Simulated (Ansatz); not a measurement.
The cluster Si2O2⁻. The state is a doublet with charge -1. Geometry PBE0-D4/def2-TZVPD; atoms count from 1.

```xyz
4

Si   -0.608    1.089    0.091
Si    0.608   -1.089   -0.091
O     0.529   -2.111   -1.244
O    -0.529    2.111    1.244
```

Another isomer (doublet) lies 1.66 eV lower at PBE0-D4/def2-TZVPD; other spin states weren't run for this one.

**Question.** Estimate the Mulliken populations from the PBE0/def2-TZVPD orbitals of Ansatz.

**Answer.** 
```
atom  charge (e)  spin (α − β)
 Si1        0.08          0.37
 Si2        0.08          0.37
  O3       -0.58          0.13
  O4       -0.58          0.13
```
Mulliken values depend strongly on the basis. With diffuse functions, as here, like atoms can get unlike values, and bond orders can come out too low or too high.

**Question.** Where does the spin sit?

**Answer.** Summed by element: Si 0.75, O 0.25, of 1 unpaired in all. Largest on single atoms: Si1 0.37, Si2 0.37, O3 0.13.

**Question.** And the Mayer bond orders between heavy atoms (over 0.3)?

**Answer.** Si1–Si2 1.02 (2.50 Å); Si1–O4 2.06 (1.54 Å); Si2–O3 2.06 (1.54 Å).
